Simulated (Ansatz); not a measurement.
`[CH3][GeH2][O]C=O` + HBr → `[CH3][GeH2][Br]` + `O=CO` at 500 K and 1 bar (ligand exchange at a Ge–O bond).

Program: Ansatz. Geometries: PBE0-D4/def2-TZVP. ΔE: electronic, gas phase. CBS: MP2 limit from def2 TZ/QZ plus the TZ coupled-cluster correction, frozen cores. This one scheme is used for every species. For Br, Ge outer-core shells are correlated without core-valence functions, which leaves a few kJ/mol of doubt a bond. Scalar relativity is left out up to krypton. Each species was taken in one conformer, which may not be the lowest.

```
            species  CCSD(T)/CBS energy (Eh)  H − E (kJ/mol)  S (J/(mol·K))
`[CH3][GeH2][O]C=O`              -2306.20478           248.7          418.0
                HBr              -2573.91920            30.5          213.7
  `[CH3][GeH2][Br]`              -4690.53762           176.4          373.6
             `O=CO`               -189.60296           110.7          274.8
```

H − E and S are ideal-gas, rigid-rotor, harmonic terms from PBE0-D4/def2-TZVP, for one conformer and one mirror image of each species. 1 Eh = 2625.50 kJ/mol, R = 8.31446 J/(mol·K).

Task: By hand: ΔE, ΔH, ΔS and ΔG.

Result: ΔE = (-4690.53762) + (-189.60296) − (-2306.20478) − (-2573.91920) = -0.01660 Eh = -43.6 kJ/mol. Δ(H − E) = 176.4 + 110.7 − 248.7 − 30.5 = 7.9, so ΔH = -35.7 kJ/mol. ΔS = 373.6 + 274.8 − 418.0 − 213.7 = 16.7 J/(mol·K). ΔG = -35.7 − 500 × (16.7)/1000 = -44.1 kJ/mol.

Task: By hand: the equilibrium constant, and the temperature at which ΔG would vanish if ΔH and ΔS stayed fixed.

Result: log₁₀ K = −ΔG/(RT ln 10) = 4.6. ΔH and −TΔS have one sign here, so there is no such temperature.

ΔH outweighs TΔS. A doubt of 5 kJ/mol in ΔE shifts log₁₀ K by 0.5 here. Other conformers and mirror images would add mixing entropy, several J/(mol·K) or more a flexible species. These are equilibria of isolated gas molecules and say nothing of rates. Largest T1 diagnostic: 0.016 (customary marks: 0.02 for closed shells, 0.045 for open ones).
